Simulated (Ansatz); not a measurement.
Stepwise reaction of `O[SiH](O)[AlH2]` with hydrogen, as a gas-phase model of exchange steps in deposition or etching. ΔE in kJ/mol.

Calculated with Ansatz (gas phase, PBE0-D4/def2-TZVP geometries, no zero-point term in ΔE). CCSD(T)/CBS is the MP2 limit (def2-TZVPP, def2-QZVPP) plus CCSD(T) − MP2 in def2-TZVPP, frozen cores. This one scheme is used for every species. DFT in def2-TZVPP. B3LYP here is the variant with VWN-RPA as its local correlation; programs differ in this. One conformer a species, not always the lowest.

| step | reaction | PBE-D4 | B3LYP-D4 | ωB97M-V | CCSD(T)/CBS |
| --- | --- | --- | --- | --- | --- |
| 1 | `O[SiH](O)[AlH2]` + H₂ → `O[SiH2][AlH2]` + H₂O | 76.3 | 79.2 | 78.7 | 75.6 |
| 2 | `O[SiH2][AlH2]` + H₂ → `[AlH2][SiH3]` + H₂O | 46.0 | 53.5 | 52.4 | 50.2 |

Question: By hand: ΔE of the 2 steps together at CCSD(T)/CBS.

Answer: (75.6) + (50.2) = 125.8 kJ/mol, or 62.9 kJ/mol a step.

In ΔE each step is lower than the one before. All are uphill at CCSD(T)/CBS. PBE-D4 differs from CCSD(T)/CBS by -4.2 to 0.7 kJ/mol a step. Isolated molecules leave out the surface, adducts and barriers. Largest T1 diagnostic: 0.013.
